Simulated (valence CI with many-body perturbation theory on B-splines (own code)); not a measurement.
K XV: calculated level list

Method: relativistic CI+MBPT: three valence electrons over a frozen Dirac-Fock core [He], radial functions for each j: 11 s, 11 p, 10 d, 8 f, 5 g, 2 h, with the one-electron correlation potential Σ1 (screened to all orders), the two-electron term Σ2, the three-electron term Σ3, Breit, model QED; selected single and double excitations, second order for the rest, scaled by the run's own slope (own B-spline code, finite nucleus).

No measured levels were compared; by estimate levels of excited configurations hold to 0.05 to 0.15 % of their energy, terms of the ground configuration to about 0.5 %.

Levels 181 to 192 of 192, with energies above the lowest level, 2s2 2p 2P°_1/2. "Leading %" is the weight of the configuration and term that name the level; weights of strongly mixed levels are sums over their largest components and can fall short. In the jj column 3d3/2^4 stands for four electrons in 3d with j = 3/2. Lifetimes count E1, E2, E3, M1 and M2 decay at the calculated energies, and are blank where another channel may lead or the interval is too uncertain; long ones can be off by a factor of two.

```tsv
No.	Configuration	Term	J	E (Ry)	Leading %	Leading jj	Lifetime	g
181	2s 2p 4f	4D	3/2	51.707	77	2s 2p3/2 4f5/2 (98 %)	1.34 ps	1.047
182	2s 2p 4f	2G	9/2	51.708	87	2s 2p3/2 4f5/2 (77 %)	1.47 ps	1.122
183	2s 2p 4f	2D	5/2	51.717	42	2s 2p3/2 4f7/2 (97 %)	1.36 ps	1.176
184	2s 2p 4f	4D	1/2	51.722	100	2s 2p3/2 4f5/2 (100 %)	1.34 ps	0.000
185	2s 2p 4f	2D	3/2	51.748	84	2s 2p3/2 4f7/2 (98 %)	1.39 ps	0.844
186	2s 2p 4s	2P°	1/2	52.568	98	2s 2p3/2 4s (70 %)	2.57 ps	0.666
187	2s 2p 4s	2P°	3/2	52.573	98	2s 2p3/2 4s (72 %)	2.66 ps	1.334
188	2s 2p 4p	2D	3/2	53.000	92	2s 2p3/2 4p1/2 (70 %)	2.49 ps	0.830
189	2s 2p 4p	2D	5/2	53.017	98	2s 2p3/2 4p3/2 (70 %)	2.33 ps	1.200
190	2s 2p 4p	2P	1/2	53.018	86	2s 2p3/2 4p1/2 (66 %)	1.94 ps	0.833
191	2s 2p 4p	2P	3/2	53.047	92	2s 2p3/2 4p3/2 (70 %)	2.02 ps	1.303
192	2s 2p 4p	2S	1/2	53.061	81	2s 2p3/2 4p3/2 (64 %)	1.98 ps	1.837
```

Names give the largest LS component (configuration and term), which can be under half, so a name can repeat, a term be missing and a line seem to break the LS rules; names also repeat where a configuration has a term twice.

Where two levels of one J and parity lie close, their mixing, g and order are uncertain.
